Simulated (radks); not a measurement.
Task: Re, 75 electrons, occupied as [Xe] 4f14 5d4 6s2 6p1 (not the ground configuration). All-electron calculation, Dirac Kohn-Sham, PBE, spin-unpolarised, spherical densities, point nucleus; open shells are shared between the two j in proportion to 2j + 1. Program: a radial shooting solver on a logarithmic mesh with Libxc functionals. Some entries of the table are withheld. Estimate them.

orbital      occ.  eigenvalue (hartree)  <r> (bohr)  <r^2> (bohr^2)
1s1/2           2             -2630.055     0.01803       0.0004477
2s1/2           2             -455.8000     0.07557        0.006816
2p1/2           2                   (1)     0.06246             (2)
2p3/2           4                   (3)     0.07054             (4)
3s1/2           2             -105.6380      0.1969         0.04446
3p1/2           2             -96.85045      0.1870         0.04075
3p3/2           4             -85.35909      0.2019         0.04730
3d3/2           4             -70.62773      0.1765         0.03659
3d5/2           6             -68.13377      0.1811         0.03839
4s1/2           2             -22.16849      0.4404          0.2192
4p1/2           2             -18.50422      0.4450          0.2256
4p3/2           4             -15.82367      0.4784          0.2605
4d3/2           4              -9.81521      0.4934          0.2822
4d5/2           6              -9.32005      0.5048          0.2952
5s1/2           2              -3.27889       1.034           1.201
5p1/2           2              -2.16834       1.132           1.451
5p3/2           4              -1.76048       1.232           1.720
4f5/2           6              -1.75864      0.5756          0.4117
4f7/2           8              -1.66630      0.5844          0.4248
5d3/2         1.6              -0.33291       1.779           3.772
5d5/2         2.4              -0.29689       1.849           4.086
6s1/2           2              -0.28498       2.911           9.634
6p1/2    0.333333              -0.10713       3.879           17.52
6p3/2    0.666667              -0.08110       4.361           22.21

Result: 
(1) 2p1/2 eigenvalue (hartree): -436.0825
(2) 2p1/2 <r^2> (bohr^2): 0.004859
(3) 2p3/2 eigenvalue (hartree): -383.1689
(4) 2p3/2 <r^2> (bohr^2): 0.006057
